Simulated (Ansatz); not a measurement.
SnMe3(OiPr) (C6H16OSn), 24 atoms. Hardware: 2 threads of AMD EPYC 7R13 on a shared host and a share (18 GiB) of an NVIDIA H100 80GB HBM3.

In the def2 sets Sn takes a core potential; there is no spin–orbit coupling. Correlated methods freeze 11 core orbitals; core or outer-core shells of Sn are correlated, in sets that lack core-valence functions.

(1) How many basis functions does each of these Ansatz runs have, and roughly what does it cost? RPA@PBE/def2-TZVP, charge 0 singlet, energy, from earlier orbitals; HSE06-D4/def2-TZVP, charge 0 singlet, energy, from earlier orbitals; r2SCAN-D4/def2-SVP, charge 0 singlet, relaxation, 9 steps; PBE0-D4/def2-TZVP, charge 0 singlet, energy and forces, from earlier orbitals; revPBE-D4/def2-TZVP, charge 0 singlet, energy, from earlier orbitals; revPBE-D4/def2-TZVP, charge -1 doublet at the geometry of the charge 0 singlet, energy, from earlier orbitals; PBE with 10 % exact exchange/def2-SVP, charge 0 singlet, energy, from earlier orbitals; PBE-D4/def2-TZVP, charge -1 doublet at the geometry of the charge 0 singlet, energy, from earlier orbitals; PBE with 5 % exact exchange/def2-SVP, charge 0 singlet, energy, from earlier orbitals; BLYP-D4/def2-TZVP, charge 0 singlet, energy, from earlier orbitals; PBE-D4/def2-TZVP, charge 1 doublet at the geometry of the charge 0 singlet, energy, from earlier orbitals; PBE0-D4/def2-TZVP, charge -1 doublet at the geometry of the charge 0 singlet, energy.

## Answers

(1) Other jobs shared the machine, so times can vary by a factor of up to 3.

```csv
run,functions,fitting or Cholesky vectors,wall time,peak host memory (GiB)
"PBE with 5 % exact exchange/def2-SVP, charge 0 singlet, energy, from earlier orbitals",204,2310,3.2 s,0.84
"HSE06-D4/def2-TZVP, charge 0 singlet, energy, from earlier orbitals",363,2396,6 s,0.9
"PBE0-D4/def2-TZVP, charge 0 singlet, energy and forces, from earlier orbitals",363,2396,8 s,1
"revPBE-D4/def2-TZVP, charge 0 singlet, energy, from earlier orbitals",363,2323,8 s,0.89
"PBE with 10 % exact exchange/def2-SVP, charge 0 singlet, energy, from earlier orbitals",204,2310,8.5 s,0.84
"RPA@PBE/def2-TZVP, charge 0 singlet, energy, from earlier orbitals",363,2663,8.5 s,1.8
"BLYP-D4/def2-TZVP, charge 0 singlet, energy, from earlier orbitals",363,2323,8.5 s,0.89
"PBE-D4/def2-TZVP, charge 1 doublet at the geometry of the charge 0 singlet, energy, from earlier orbitals",363,2323,11 s,1
"PBE-D4/def2-TZVP, charge -1 doublet at the geometry of the charge 0 singlet, energy, from earlier orbitals",363,2323,11 s,0.96
"revPBE-D4/def2-TZVP, charge -1 doublet at the geometry of the charge 0 singlet, energy, from earlier orbitals",363,2323,12 s,0.95
"PBE0-D4/def2-TZVP, charge -1 doublet at the geometry of the charge 0 singlet, energy",363,2396,15 s,1
"r2SCAN-D4/def2-SVP, charge 0 singlet, relaxation, 9 steps",204,2310,21 s,0.87
```
